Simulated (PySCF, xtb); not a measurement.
CH2NO, SMILES [NH]C=O (connectivity only; charge and spin as stated), charge -1, multiplicity 1. The values are those of a single conformer.

Harmonic wavenumbers (cm⁻¹) from GFN2-xTB (xtb) at its own minimum, in rising order: 598, 778, 1012, 1216, 1324, 1427, 1752, 2409, 3192.

**Question.** What does B3LYP-D3(BJ)/def2-SVPD (PySCF 2.14.0) give at its own minimum? (Estimate from the structure and the level; the computed values follow.)

**Answer.** 642, 835, 1034, 1183, 1343, 1376, 1632, 2752, 3387. Paired by order, the mean absolute difference is 98 cm⁻¹ and the zero-point energies are 19.6 and 20.3 kcal/mol.
